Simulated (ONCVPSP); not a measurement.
# Which change was made? (Rh, ONCV)

```json
{"Element": "Rh", "Generator": "ONCVPSP 4.0.1", "Type": "optimised norm-conserving Vanderbilt (ONCV)", "Functional": "revPBE", "Relativity": "scalar-relativistic", "Frozen core": "[Kr]", "Valence charge": "9", "Reference configuration": "4d8 5s1", "Partial waves": "5s: rc 2.70 bohr, ncon 4, nbas 7, qcut 2.8 1/bohr, 2 projectors, debl 0.3 Ha; p scattering state at 0.2 Ha: rc 2.70 bohr, ncon 4, nbas 9, qcut 3.6 1/bohr, 1 projector; 4d: rc 1.95 bohr, ncon 4, nbas 8, qcut 8.9 1/bohr, 2 projectors, debl 2.4 Ha", "Local potential": "polynomial inside 1.75 bohr (lpopt 5, dvloc0 1 Ha)", "Core correction": "none"}
```

In the p channel the program set the typed energies aside and used 0.050 Ha.

Cutoffs, loose and tight: the cutoffs (Ha) at which the residual kinetic energy of the hardest occupied pseudo-wave falls to 1 and 0.1 mHa per electron. They do not see the model core or the augmentation charge, which bear on the density cutoff. Test errors are all-electron minus pseudo excitation energies from the reference, over the configurations 4d8 5s0; 4d7 5s0; 4d6 5s0; 4d7 5s1 5p1; variants that change the core or the reference have their own tests.

The base gives: outcome: generated, projector energies reset by the program; cutoff, loose: 24 Ha; cutoff, tight: 29 Ha; bound ghosts: none; GHOST(+) flags above zero: s; largest test error (meV): -54.

**Question.** After one change the result is: outcome: failed: ERROR pspot: first pseudo wave function has node, program will stop. Which change was it?
A. s: qcut 3.5; p: qcut 4.5; d: qcut 11.2
B. s: qcut 2.3; p: qcut 3; d: qcut 7.4
C. s: qcut 1.8; p: qcut 2.4; d: qcut 5.9

**Answer.** A. The others give: s: qcut 1.8; p: qcut 2.4; d: qcut 5.9 → outcome: generated, projector energies reset by the program; cutoff, loose: 18 Ha; cutoff, tight: 56 Ha; bound ghosts: none; GHOST(+) flags above zero: s; largest test error (meV): -31 | s: qcut 2.3; p: qcut 3; d: qcut 7.4 → outcome: generated, projector energies reset by the program; cutoff, loose: 21 Ha; cutoff, tight: 24 Ha; bound ghosts: none; GHOST(+) flags above zero: s; largest test error (meV): -46.
